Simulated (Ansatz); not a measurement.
Cost and result up the ladder for Mg5O7H4, a hydroxylated oxide cluster (16 atoms). Charge 0, multiplicity 1. Geometry: PBE-D4/def2-SVP.

```xyz
16

Mg   -0.302    0.868    1.231
Mg    1.068    1.097   -1.249
Mg   -0.033   -1.386   -0.521
Mg   -1.479    2.139   -0.911
Mg    0.571    3.253    0.312
O     1.495   -0.854   -1.621
O    -1.022   -3.046    0.227
O    -0.889    0.297   -0.726
O     0.206    2.869   -1.602
O    -0.078   -1.146    1.575
O     1.477    1.563    0.653
O    -1.200    2.640    0.968
H     2.386   -1.228   -1.701
H    -1.977   -3.205    0.112
H    -0.896   -2.507    1.093
H     0.673   -1.354    2.161
```

Ansatz; hardware A = 2 threads of AMD EPYC 7R13 on a shared host and a share (18 GiB) of an NVIDIA H100 80GB HBM3; B = 2 threads of AMD EPYC 7R13 on a shared host. Times are rough, and most runs start from the orbitals of an earlier one. CAM-B3LYP-D4/def2-TZVP serves as the yardstick here, not as an exact answer. Differences are given only for rows in sets of like size (and for xTB, whose basis is part of the method), since another set adds its own error. Binding counts from free atoms at the same level (Mg singlet, O triplet, H doublet; other spins of the atoms weren't run), without zero-point energy or a counterpoise term.

B3LYP takes the VWN-RPA correlation. HSE06 is defined as in plane-wave codes, on full-range PBE exchange. Correlated methods freeze 12 core orbitals; core or outer-core shells of Mg are correlated, in sets that lack core-valence functions. The rows differ in basis, and correlated rows in double-zeta sets carry the largest basis error. Single mean-field runs in def2-TZVP are fitted with def2-universal-jkfit.

Correlated methods converge slowly with the basis, most of all in double-zeta sets.

```tsv
level	functions	wall time
HF/6-31G [B]	136	3 s
PBE-D4/def2-TZVP (with forces) [A]	401	3.2 s
HSE06-D4/def2-TZVP [A]	401	4.6 s
CAM-B3LYP-D4/def2-TZVP [A]	401	6.5 s
r2SCAN-D4/def2-TZVP [A]	401	7 s
PBE-D4/def2-SVP [B]	208	7 s
B3LYP-D4/6-31G [B]	136	7 s
PBE0-D4/def2-TZVP (with forces) [A]	401	7.5 s
MP2/def2-TZVP [A]	401	7.5 s
PBE0-D4/def2-SVP [B]	208	12 s
CCSD(T)/def2-SVP [A]	208	25 s
```

Q: Estimate what each level gives for the binding energy per atom (eV).

A: 
```csv
level,binding energy per atom (eV),difference from CAM-B3LYP-D4/def2-TZVP (eV)
HF/6-31G [B],2.31,–
PBE-D4/def2-TZVP (with forces) [A],3.85,0.07
HSE06-D4/def2-TZVP [A],3.70,-0.08
CAM-B3LYP-D4/def2-TZVP [A],3.78,0.00
r2SCAN-D4/def2-TZVP [A],3.86,0.08
PBE-D4/def2-SVP [B],3.93,–
B3LYP-D4/6-31G [B],3.56,–
PBE0-D4/def2-TZVP (with forces) [A],3.70,-0.08
MP2/def2-TZVP [A],3.87,0.09
PBE0-D4/def2-SVP [B],3.77,–
CCSD(T)/def2-SVP [A],3.58,–
```
